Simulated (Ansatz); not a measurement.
Pulling the pair apart

The pair of Li⁺ (SMILES [Li+], atom 1) and HF (SMILES F, atoms 2–3), both closed shells, in one local arrangement (a lower one may exist), relaxed at PBE0-D4/def2-TZVP:

```xyz
3
angstrom
Li -0.0579 0.1216 -1.4983
F 0.0103 -0.0215 0.2856
H 0.0476 -0.1001 1.2128
```

HF is shifted rigidly along the line between the mean atom positions of the two fragments (negative: closer). Counterpoise interaction energies in kJ/mol. Program: Ansatz 0.2.0. Basis: def2-TZVPPD. Cores are frozen in the correlated methods. The outer core shell of Li, Na, Mg and K is correlated. B3LYP uses VWN-RPA correlation.

```
shift (Å)  B3LYP-D4  PBE0-D4  PBE-D4
    -0.18     -88.3    -86.3   -82.2
    -0.09     -96.2    -94.4   -90.9
     0.00     -98.3    -96.6   -93.7
     0.09     -96.9    -95.3   -93.0
     0.21     -91.8    -90.4   -88.5
     0.45     -79.3    -78.1   -76.8
     0.90     -58.6    -57.2   -56.3
     1.79     -33.6    -32.9   -32.0
```

Q: What does CCSD(T) give at these shifts? (Judge from chemistry; the value comes from the calculation.)

A: By the calculation: -78.5, -87.5, -90.5, -89.9, -85.7, -74.3, -54.1, -31.3 kJ/mol. For zero shift, CCSD(T) at an estimated basis limit (MP2 extrapolated from triple and quadruple zeta, plus CCSD(T) − MP2 in triple zeta) gives -94.3 kJ/mol. These are counterpoise interaction energies, counted from the two frozen fragments.

T1 diagnostic: at most 0.009.

For scale, one of the runs: CCSD(T)/def2-TZVPPD, 79 basis functions, launched by `ansatz run in.yaml --threads 2 --pin off --events-out ev --progress --plain --max-ram 5222MiB`. Hardware: 2 CPU threads of an Intel Xeon 6975P-C, shared host. Wall time about 0.85 s.
